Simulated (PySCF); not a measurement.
Excitations are Tamm–Dancoff values on a coarser integration grid. The basis has no diffuse functions, so Rydberg states are missing or too high.

Z-matrix (Å, degrees):
```
C
C 1 1.4998
O 2 1.2021 1 125.22
H 2 1.1241 3 120.66 1 -179.12
C 1 1.5290 2 115.79 4 -177.22
H 5 1.0997 1 109.95 2 -38.24
H 5 1.1000 6 106.79 1 -120.86
C 1 1.5373 2 113.97 4 -49.42
H 8 1.1002 1 111.24 2 -79.73
H 8 1.1026 9 107.14 1 -121.14
C 5 1.5491 6 112.36 7 -124.98
H 11 1.1006 5 111.14 6 -0.12
H 11 1.1007 12 106.84 5 -123.50
C 11 1.5425 12 110.55 13 -120.97
C 14 1.5404 11 108.32 12 171.83
H 15 1.1004 14 110.85 11 -170.65
H 15 1.1005 16 106.92 14 -121.31
C 1 1.5497 2 113.30 4 65.30
H 18 1.1013 1 112.44 2 63.02
H 18 1.1020 19 109.23 1 126.22
B 14 1.5531 15 119.32 16 -29.54
H 21 1.2115 14 120.46 15 -161.92
H 21 1.2117 22 118.72 14 174.57
```
Charge 0, multiplicity 1.

Give the S1 oscillator strength, HOMO–LUMO gap, HOMO, S1 excitation (TDA) and total energy at the level PBE0-D4/def2-TZVP // PBE0-D4/def2-SVP run with PySCF.


* **S1 oscillator strength**: 0.003
* **HOMO–LUMO gap**: 5.75 eV
* **HOMO**: -7.35 eV
* **S1 excitation (TDA)**: 4.19 eV
* **total energy**: -412.3879 Ha
